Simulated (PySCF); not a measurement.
**How methods differ on the excitation energy of Ti⁺**

Ti⁺ [Ar] 3d2 4s1 (4F) → Ti⁺ [Ar] 3d3 (4F), as a difference of total energies. All numbers are calculated (PySCF 2.14, scalar relativity by spin-free X2C-1e, in x2c-QZVPPall). Correlated levels: valence: [Ar] frozen; valence and next inner shell: [Ne] frozen. The calculations carry no spin-orbit coupling.

```json
{"method": "UHF", "excitation energy (eV)": "0.672"}
{"method": "LDA", "excitation energy (eV)": "-0.227"}
{"method": "PBE", "excitation energy (eV)": "-0.184"}
{"method": "PBE0", "excitation energy (eV)": "-0.105"}
{"method": "r2SCAN", "excitation energy (eV)": "-0.155"}
{"method": "B2PLYP", "excitation energy (eV)": "0.124"}
{"method": "CAM-B3LYP", "excitation energy (eV)": "-0.079"}
{"method": "r2SCAN0", "excitation energy (eV)": "-0.073"}
{"method": "LC-wPBE", "excitation energy (eV)": "-0.376"}
{"method": "MP2 (valence)", "excitation energy (eV)": "0.405"}
{"method": "SCS-MP2 (valence)", "excitation energy (eV)": "0.583"}
{"method": "MP2 (valence and next inner shell)", "excitation energy (eV)": "0.140"}
{"method": "SCS-MP2 (valence and next inner shell)", "excitation energy (eV)": "0.327"}
```

**Question.** How much does correlation contribute at MP2 (valence and next inner shell)?

**Answer.** 0.140 − (0.672) = -0.532 eV, measured against UHF.

Errors of the correlated levels include the incompleteness of this basis and the frozen core.

For comparison: 0.107 eV (measured; NIST levels, between the centres of gravity of the two terms).
